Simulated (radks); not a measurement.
Q: Neutral germanium, 32 electrons, occupied as [Ar] 3d9.5 4s1 4p3.5 (fractional occupations, a model configuration). All-electron calculation, Dirac Kohn-Sham, PBE, spin-unpolarised, spherical densities, finite nucleus; open shells fill j = l - 1/2 first; Fermi nuclear charge, rms radius 4.0742 fm. Program: a radial shooting solver on a logarithmic mesh with Libxc functionals. Some entries of the table are withheld. Estimate them.

orbital  occ.  eigenvalue (hartree)  <1/r> (bohr^-1)  r(max) (bohr)
1s1/2       2             -402.9576            32.38            (1)
2s1/2       2             -50.67832            7.149         0.1761
2p1/2       2             -45.10629            7.110            (2)
2p3/2       4             -43.93524            6.916            (3)
3s1/2       2              -6.44215            2.300         0.5418
3p1/2       2              -4.60266            2.175         0.5366
3p3/2       4              -4.44384            2.129         0.5449
3d3/2       4                   (4)            1.819            (5)
3d5/2     5.5                   (6)            1.807            (7)
4s1/2       1              -0.50458           0.6512          1.689
4p1/2       2              -0.19481           0.5011          2.057
4p3/2     1.5              -0.18622           0.4909          2.094

A: 
(1) 1s1/2 r(max) (bohr): 0.03073
(2) 2p1/2 r(max) (bohr): 0.1392
(3) 2p3/2 r(max) (bohr): 0.1422
(4) 3d3/2 eigenvalue (hartree): -1.32470
(5) 3d3/2 r(max) (bohr): 0.4988
(6) 3d5/2 eigenvalue (hartree): -1.30245
(7) 3d5/2 r(max) (bohr): 0.5016
